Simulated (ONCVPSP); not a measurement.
## What one change does to a pseudopotential (antimony (Sb), ONCV)

ONCVPSP 4.0.1 input, shortened (lines: element, Z, core and valence counts, functional; n l f; lmax; l rc ep ncon nbas qcut; lloc lpopt rc5 dvloc0; l nproj debl; icmod fcfact rcfact), PBE, scalar-relativistic:

```
  Sb 51.00    6    5        4      upf
    1    0    2.00
    2    0    2.00
    2    1    6.00
    3    0    2.00
    3    1    6.00
    3    2   10.00
    4    0    2.00
    4    1    6.00
    4    2   10.00
    5    0    2.00
    5    1    3.00
    3
    0    1.30    0.00    4    7   12.20
    1    1.30    0.00    3    7   10.20
    2    0.95    0.00    4    7    8.70
    3    1.35    0.17    4    9    8.50
    4    5    0.90    0.00
    0    2    2.40
    1    2    2.10
    2    2    0.40
    3    1    1.40
    2    0.55    0.90
```

In the d channel the program set the typed energies aside and used -1.231, 0.250 Ha.

All-electron outer shells of the reference configuration (PBE, scalar-relativistic, ld1.x):

```json
{"shell": "3p", "level (eV)": "-750.40", "outermost node (bohr)": "0.13", "outermost maximum (bohr)": "0.29"}
{"shell": "3d", "level (eV)": "-515.87", "outermost node (bohr)": "–", "outermost maximum (bohr)": "0.24"}
{"shell": "4s", "level (eV)": "-148.83", "outermost node (bohr)": "0.39", "outermost maximum (bohr)": "0.73"}
{"shell": "4p", "level (eV)": "-101.79", "outermost node (bohr)": "0.39", "outermost maximum (bohr)": "0.76"}
{"shell": "4d", "level (eV)": "-33.51", "outermost node (bohr)": "0.38", "outermost maximum (bohr)": "0.84"}
{"shell": "5s", "level (eV)": "-12.83", "outermost node (bohr)": "0.95", "outermost maximum (bohr)": "1.90"}
{"shell": "5p", "level (eV)": "-4.83", "outermost node (bohr)": "1.04", "outermost maximum (bohr)": "2.35"}
```

Change: s: qcut 7.9.

Cutoffs: the cutoffs (Ha) at which the residual kinetic energy of the hardest occupied pseudo-wave falls to 1 and 0.1 mHa per electron; they do not see the model core or the augmentation charge, which bear on the density cutoff. Errors are all-electron minus pseudo energies relative to the spin-unpolarised reference configuration.

Question: What does the change do?

Answer: The potential gets neither clearly harder nor softer (86 Ha and 177 Ha → 86 Ha and 177 Ha); the d channel sets the loose cutoff, while the largest relative change is in s, which becomes softer; of the 4 tests that both files solve, the error grows in 1 and shrinks in 0 by more than 15 % and 0.3 meV (median size 8.4 → 7.7 meV); neither file shows a bound ghost.

```csv
quantity,base,changed
"cutoff, loose",86 Ha,86 Ha
"cutoff, tight",177 Ha,177 Ha
loose cutoff by channel,"s 48 Ha, p 24 Ha, d 86 Ha","s 29 Ha, p 24 Ha, d 86 Ha"
bound ghosts,none,none
GHOST(+) flags under 300 eV,s at 281.2 eV,s at 212.8 eV
"error for 4s2 4p6 4d10 5s2 5p2, meV [ΔE 8.32 eV]",-1.6,-1.5
"error for 4s2 4p6 4d10 5s2 5p1, meV [ΔE 24.29 eV]",-5.2,-4.9
"error for 4s2 4p6 4d10 5s2 5p0, meV [ΔE 48.70 eV]",-12,-11
"error for 4s1 4p6 4d10 5s2 5p3, meV [ΔE 157.45 eV]",-124,-362
s: phases at 1.32 bohr within 0.05 rad from the reference energy up to (Ha; the scan ends near 5),to the end of the scan,to the end of the scan
p: phases at 1.32 bohr within 0.05 rad from the reference energy up to (Ha; the scan ends near 5),to the end of the scan,to the end of the scan
d: phases at 0.97 bohr within 0.05 rad from the reference energy up to (Ha; the scan ends near 5),to the end of the scan,to the end of the scan
f: phases at 1.37 bohr within 0.05 rad from the reference energy up to (Ha; the scan ends near 5),3.4,3.4
"rms error of d²Exc/dni dnj with the model core, mHa",0.52,1.31
```
